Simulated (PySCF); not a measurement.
**Multinuclear NMR of (CH3)3CCHF2**

Geometry:
```json
{"atom": "C1", "x (Å)": "-0.783", "y (Å)": "-0.781", "z (Å)": "-1.061"}
{"atom": "C2", "x (Å)": "0.031", "y (Å)": "-0.022", "z (Å)": "-0.011"}
{"atom": "C3", "x (Å)": "1.190", "y (Å)": "0.727", "z (Å)": "-0.671"}
{"atom": "C4", "x (Å)": "0.556", "y (Å)": "-0.983", "z (Å)": "1.058"}
{"atom": "C5", "x (Å)": "-0.873", "y (Å)": "1.009", "z (Å)": "0.676"}
{"atom": "F6", "x (Å)": "-1.937", "y (Å)": "0.420", "z (Å)": "1.278"}
{"atom": "F7", "x (Å)": "-1.395", "y (Å)": "1.888", "z (Å)": "-0.215"}
{"atom": "H8", "x (Å)": "-0.157", "y (Å)": "-1.519", "z (Å)": "-1.556"}
{"atom": "H9", "x (Å)": "-1.622", "y (Å)": "-1.291", "z (Å)": "-0.594"}
{"atom": "H10", "x (Å)": "-1.170", "y (Å)": "-0.093", "z (Å)": "-1.809"}
{"atom": "H11", "x (Å)": "0.816", "y (Å)": "1.448", "z (Å)": "-1.393"}
{"atom": "H12", "x (Å)": "1.782", "y (Å)": "1.256", "z (Å)": "0.073"}
{"atom": "H13", "x (Å)": "1.836", "y (Å)": "0.022", "z (Å)": "-1.188"}
{"atom": "H14", "x (Å)": "1.201", "y (Å)": "-1.727", "z (Å)": "0.599"}
{"atom": "H15", "x (Å)": "-0.267", "y (Å)": "-1.494", "z (Å)": "1.550"}
{"atom": "H16", "x (Å)": "1.130", "y (Å)": "-0.446", "z (Å)": "1.811"}
{"atom": "H17", "x (Å)": "-0.345", "y (Å)": "1.596", "z (Å)": "1.444"}
```

- shieldings: GIAO PBE0/pcSseg-1
- GFN2-xTB structure
- program: PySCF
- one computed conformer, fast rotation and ring inversion assumed for equivalent nuclei, no relativistic terms, isolated molecule

Where does $^{19}$F resonate?

## Answers


```json
{"atoms": "F6/F7", "environment": "fluorine of a CF2 group", "σ (ppm)": "322.8", "δ (ppm)": "-130.7"}
```

Shieldings were converted by a linear fit to measured shifts: $^{19}$F: δ = 146.13 − 0.903σ +14.6 on sp3 carbon (rms 6.0 ppm, 223 shifts, 7.0 ppm with the 5 outliers that the fit left out vs CFCl3, solution or neat liquid). Occasional misses reach two or three times the rms, and more in compound classes unlike the fitted ones.

On a 600 MHz spectrometer $^{19}$F resonates near 564.6 MHz, so 1 ppm is 564.6 Hz.
